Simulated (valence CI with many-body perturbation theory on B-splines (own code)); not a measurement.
**From CI to CI+MBPT in Kr XIII**

Calculated by configuration interaction combined with many-body perturbation theory (CI+MBPT): six valence electrons over a frozen Dirac-Fock core [Ar], radial functions for each j: 7 s, 7 p, 8 d, 6 f, 4 g, 1 h, with the one-electron correlation potential Σ1, the two-electron term Σ2, the three-electron term Σ3, Breit, model QED; selected CI, second order for the rest, scaled by the run's own slope (own B-spline code, finite nucleus).

No measured spectrum was set against this ion. As an estimate, terms of the open shell hold to 2 to 4 % of their energy, and close levels can change places. Core correlation moves these levels by up to 5800 cm⁻¹, and in measured spectra 5 to 20 % of such shifts remained as error; rates that hang on mixing are uncertain with them. Among the levels kept, up to 690 cm⁻¹ of a level comes from second order outside the variational space, and about a tenth of that is noise between levels of different J, which matters for small intervals. Only levels of the ground parity were solved; by the run's estimate the other parity begins above the list, which can be wrong where configurations are misplaced.

Each rung adds one term. CI alone is the Dirac-Coulomb CI over the frozen core; QED comes last and gives the full result, which names the levels. Energies are above 3d6 5D_4 on the same rung, in cm⁻¹.

Names give the largest LS component (configuration and term), which can be under half, so a name can repeat, a term be missing and a line seem to break the LS rules; names also repeat where a configuration has a term twice. Letters in brackets count levels of one name in rising energy.

| Level | CI alone | Σ1 | Σ2 | Σ3 | Breit | QED | Full |
| --- | --- | --- | --- | --- | --- | --- | --- |
| 3d6 5D_3 | 5296 | +134 | +313 | +38 | -60 | +20 | 5741 |
| 3d6 5D_2 | 8118 | +178 | +369 | -13 | -30 | +27 | 8650 |
| 3d6 5D_1 | 10073 | +223 | +490 | -42 | -13 | +33 | 10763 |
| 3d6 5D_0 | 10971 | +241 | +539 | -288 | -0.5 | +34 | 11497 |
| 3d6 3P_2 [a] | 53047 | +186 | -1276 | -2849 | +403 | +3.0 | 49514 |
| 3d6 3H_4 [a] | 52290 | +114 | -1118 | -1251 | +332 | -9.8 | 50357 |
| 3d6 3H_6 | 53519 | +244 | -241 | -1467 | -795 | +12 | 51272 |
| 3d6 3H_5 | 54596 | +243 | -545 | -1212 | -370 | +11 | 52723 |
| 3d6 3F_3 [a] | 60723 | +297 | -1168 | -1361 | +9.3 | +17 | 58518 |
| 3d6 3H_4 [b] | 60961 | +387 | -312 | -1525 | -371 | +34 | 59174 |
| 3d6 3F_2 [a] | 62967 | +339 | -1254 | -1593 | -15 | +23 | 60467 |
| 3d6 3P_1 [a] | 68059 | +529 | -751 | -2625 | -235 | +56 | 65033 |
| 3d6 3P_0 [a] | 69366 | +440 | -923 | -2271 | -158 | +43 | 66496 |
| 3d6 3G_5 | 68661 | +428 | -952 | -651 | -818 | +36 | 66703 |
| 3d6 3G_4 | 72644 | +472 | -1036 | -633 | -683 | +42 | 70805 |
| 3d6 3G_3 | 74090 | +522 | -1075 | -609 | -496 | +49 | 72481 |
| 3d6 3D_2 | 83204 | +382 | -3282 | +391 | +42 | +18 | 80755 |
| 3d6 1I_6 | 83474 | +476 | -100 | -1747 | -1102 | +35 | 81036 |
| 3d6 3D_1 | 84460 | +447 | -3075 | +727 | +48 | +30 | 82637 |

The middle columns are the shifts that each term adds.

Task: How does the ionisation energy move along the ladder, and which term matters most?

Result: CI alone 378.78, + Σ1 380.76, + Σ2 389.29, + Σ3 389.45, + Breit 389.39, + QED 389.40 eV. The largest step is Σ2, 8.53 eV. NIST lists 391 ± 4 eV (theoretical).
